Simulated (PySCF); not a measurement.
SMILES c1(sc(cc1)O)C(C)(C)C (GFN2-xTB optimised geometry):

```
22

C     -0.442    -2.882     0.025
C     -1.183    -1.544    -0.003
C     -2.043    -1.465    -1.270
C     -2.085    -1.437     1.234
C     -0.204    -0.404     0.000
C      1.151    -0.404     0.000
C      1.738     0.886     0.000
C      0.812     1.876    -0.001
O      1.053     3.205    -0.001
S     -0.806     1.236    -0.002
H      0.174    -2.963     0.917
H      0.192    -2.990    -0.852
H     -1.161    -3.698     0.029
H     -2.596    -0.528    -1.297
H     -2.755    -2.287    -1.295
H     -1.417    -1.521    -2.158
H     -1.487    -1.473     2.143
H     -2.638    -0.500     1.222
H     -2.796    -2.259     1.254
H      1.745    -1.299     0.001
H      2.796     1.070     0.001
H      0.225     3.698     0.002
```

Level of theory: CAM-B3LYP/def2-SVP in PySCF.

**Question.** What are the frontier orbital energies and the dipole moment?

**Answer.** HOMO-2 -10.40 eV, HOMO-1 -8.32 eV, HOMO -7.00 eV, LUMO 1.42 eV, LUMO+1 1.55 eV; dipole moment 1.19 D.

On the same geometry PySCF with PBE/def2-SVP gives HOMO-2 -7.67 eV, HOMO-1 -5.94 eV, HOMO -4.69 eV, LUMO -0.56 eV, LUMO+1 -0.54 eV; dipole moment 1.09 D.

Meta-Löwdin charges at CAM-B3LYP/def2-SVP: C1 -0.29, C2 0.08, C3 -0.29, C4 -0.29, C5 -0.11, C6 -0.14, C7 -0.20, C8 0.11, O9 -0.43, S10 0.16, H11 0.09, H12 0.09, H13 0.09, H14 0.09, H15 0.09, H16 0.10, H17 0.10, H18 0.09, H19 0.09, H20 0.11, H21 0.12, H22 0.33.
